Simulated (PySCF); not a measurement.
Input file for PySCF: R-BP86/6-31G* on C2H7Al (SMILES [CH3][AlH][CH3]), a point of a torsion scan.

```python
from pyscf import gto, scf, dft, mp
from pyscf.data.elements import chemcore

mol = gto.M(
    atom='''
    C     1.75246314    0.35592007   -0.17779423
    Al    0.22996223   -0.49245528    0.78179951
    C    -0.26121633   -2.41970212    0.84670220
    H     2.15119509   -0.27316256   -0.98319249
    H     1.46557208    1.31105343   -0.63369600
    H     2.59944805    0.58159498    0.48061218
    H    -0.69371842    0.47058549    1.57575382
    H     0.52374217   -3.05447238    1.27427902
    H    -1.15641590   -2.57358243    1.46228541
    H    -0.48464209   -2.84201918   -0.14016647
    ''',
    basis='6-31g*',
    cart=True,
    charge=0, spin=0, verbose=3, max_memory=1800)
mf = dft.RKS(mol, xc='b88,p86')
mf.conv_tol = 1e-8
mf.max_cycle = 100
mf.kernel()
if not mf.converged:
    mf = mf.newton().run(mf.mo_coeff, mf.mo_occ)
```

Output:

```
converged SCF energy = -322.846756873151
```

Self-consistency was reached.

Cost: around 12 core-seconds (rough).
